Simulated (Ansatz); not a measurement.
`N#[C][InH2]` and `CC#N` differ in one atom or group.

Ansatz, PBE0-D4/def2-TZVP geometries, multiplicity 1. 

Elements past krypton have def2 core potentials.

```csv
property,`N#[C][InH2]`
LUMO energy (PBE/def2-TZVPP) / eV,-3.38
HOMO–LUMO gap (PBE/def2-TZVPP) / eV,4.40
HOMO–LUMO gap (PBE0/def2-TZVPP) / eV,6.38
LUMO energy (B3LYP/def2-TZVPP) / eV,-2.92
size of the dipole moment (ωB97M-V/def2-TZVPP) / D,4.47
LUMO energy (ωB97M-V/def2-TZVPP) / eV,-1.03
```

Task: What does the change do to each property? (An estimate is asked.)

Result: The calculation gave: 
```
                                          property  `CC#N`  shift
                 LUMO energy (PBE/def2-TZVPP) / eV   -0.19   3.19
               HOMO–LUMO gap (PBE/def2-TZVPP) / eV    7.91   3.51
              HOMO–LUMO gap (PBE0/def2-TZVPP) / eV   10.34   3.96
               LUMO energy (B3LYP/def2-TZVPP) / eV    0.49   3.41
size of the dipole moment (ωB97M-V/def2-TZVPP) / D    4.00  -0.47
             LUMO energy (ωB97M-V/def2-TZVPP) / eV    2.25   3.28
```

With PBE0 the HOMO falls by 0.46 eV and the LUMO rises by 3.48 eV, so the gap widens by about 3.94 eV. PBE moves the HOMO by -0.33 eV and ωB97M-V by -0.59 eV. The zero-point energy changes by 68.8 kJ/mol with +3 modes. Dipoles are sizes alone; their direction can turn.

B3LYP here is the variant with VWN-RPA as its local correlation; programs differ in this.
